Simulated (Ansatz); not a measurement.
Reactions of ClH6NO2Si2 (`O[SiH2]N[SiH](O)Cl`).

Gas-phase electronic energies from Ansatz, PBE0-D4/def2-TZVP geometries. CCSD(T)/CBS adds triple-zeta CCSD(T) − MP2 to the extrapolated MP2 energy (def2 sets, frozen cores). This one scheme is used for every species. DFT in def2-TZVPP. Each species was taken in one conformer, which may not be the lowest.

```json
{"reaction": "`O[SiH2]N[SiH](O)Cl` + `O[SiH](O)S` → `O[SiH2]S[SiH](O)O` + `N[SiH](O)Cl`", "ωB97X-V (kcal/mol)": "-2.6", "r2SCAN-D4 (kcal/mol)": "-3.7", "CCSD(T)/CBS(def2) (kcal/mol)": "-2.6"}
{"reaction": "`O[SiH2]N[SiH](O)Cl` + `OBF` → `O[SiH2]OBF` + `N[SiH](O)Cl`", "ωB97X-V (kcal/mol)": "-8.3", "r2SCAN-D4 (kcal/mol)": "-8.2", "CCSD(T)/CBS(def2) (kcal/mol)": "-8.2"}
{"reaction": "`O[SiH2]N[SiH](O)Cl` + `N[SiH2]N` → `N[SiH2]N[SiH2]O` + `N[SiH](O)Cl`", "ωB97X-V (kcal/mol)": "-0.9", "r2SCAN-D4 (kcal/mol)": "-0.7", "CCSD(T)/CBS(def2) (kcal/mol)": "-1.1"}
{"reaction": "`O[SiH2]N[SiH](O)Cl` + `N=C=O` → `O=C=N[SiH2]O` + `N[SiH](O)Cl`", "ωB97X-V (kcal/mol)": "-7.8", "r2SCAN-D4 (kcal/mol)": "-7.4", "CCSD(T)/CBS(def2) (kcal/mol)": "-7.7"}
{"reaction": "`O[SiH2]N[SiH](O)Cl` + `CO[Si@@H](O)[Si@@H](O)Cl` → `CO[SiH](O)[SiH2]O` + `O[Si@@H](Cl)N[Si@@H](O)Cl`", "ωB97X-V (kcal/mol)": "-1.4", "r2SCAN-D4 (kcal/mol)": "-1.6", "CCSD(T)/CBS(def2) (kcal/mol)": "-1.3"}
{"reaction": "`O[SiH2]N[SiH](O)Cl` + `N=C(N)S` → `N=C(S)N[SiH2]O` + `N[SiH](O)Cl`", "ωB97X-V (kcal/mol)": "3.2", "r2SCAN-D4 (kcal/mol)": "3.7", "CCSD(T)/CBS(def2) (kcal/mol)": "3.0"}
```

Largest T1 diagnostic: 0.018, for `N=C=O`.
